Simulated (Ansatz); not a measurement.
FH2MoNS2 (`[NH2][Mo]([F])(=[S])=[S]`), relaxed with RKS PBE0-D4/def2-TZVP in the Gaussian-basis code of Ansatz from a PBE-D4/def2-SVP geometry. The force threshold is 0.005 eV/Å; the program also tests the step.

The species carries charge 0 and has multiplicity 1. Mo takes the def2 core potential.

Start:

```xyz
7

N    -1.133   -0.324    0.257
Mo    0.624    0.280   -0.192
F     0.552    1.948   -1.014
S     1.740    0.392    1.617
S     1.474   -1.159   -1.510
H    -1.564   -0.192    1.179
H    -1.693   -0.945   -0.337
```

(1) How much energy does the relaxation release, and in how many steps? (An estimate is asked.)

(2) Which bonds change most? (Best estimate.)

(3) Give the relaxed structure. (Estimate.)

Answers

(1) Ansatz gave: 4.95 kJ/mol, in 5 steps.

(2) Computed: Mo2–S5 from 2.128 to 2.096 Å; Mo2–S4 from 2.128 to 2.096 Å; N1–H7 from 1.026 to 1.010 Å; N1–H6 from 1.026 to 1.010 Å.

(3) The calculation gave: 
```xyz
7

N    -1.130   -0.316    0.253
Mo    0.618    0.276   -0.190
F     0.551    1.931   -1.005
S     1.718    0.385    1.592
S     1.456   -1.142   -1.486
H    -1.543   -0.195    1.166
H    -1.671   -0.938   -0.331
```
